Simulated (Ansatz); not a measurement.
Basis sets compared for Ge6N. Total charge 0; doublet. Geometry PBE-D4/def2-SVP. Ansatz on 6 threads of Intel Xeon on a shared host; times are rough, and most runs start from earlier orbitals.

```xyz
7

N    -0.745   -0.267    0.399
Ge    0.447    1.609    0.635
Ge   -0.694   -0.174    2.340
Ge   -1.315    0.910   -1.238
Ge    1.280    0.416   -1.730
Ge   -0.359   -1.634   -1.134
Ge    1.385   -0.861    0.728
```

Another isomer (doublet) lies 0.45 eV lower at PBE0-D4/def2-TZVP; other spin states weren't run for this one.

Binding counts from free atoms (N quartet, Ge triplet) in the same basis, without a counterpoise term.

| level | functions | energy (Eh) | HOMO (eV) | LUMO (eV) | binding per atom (eV) | wall time |
| --- | --- | --- | --- | --- | --- | --- |
| PBE-D4/def2-SVP | 206 | -12513.3503 | -4.12 | -3.58 | 3.26 | 7.5 s |
| PBE0-D4/def2-SVP | 206 | -12513.6251 | -4.89 | -2.96 | 3.02 | 20 s |

(1) Estimate the rows for PBE-D4/def2-TZVP (with forces), PBE0-D4/def2-TZVP.

Answers

(1) 
```
                         level  functions  energy (Eh)  HOMO (eV)  LUMO (eV)  binding per atom (eV)  wall time
PBE-D4/def2-TZVP (with forces)        319  -12514.9828      -4.09      -3.53                   3.27       12 s
             PBE0-D4/def2-TZVP        319  -12515.2564      -4.85      -2.89                   3.04       50 s
```
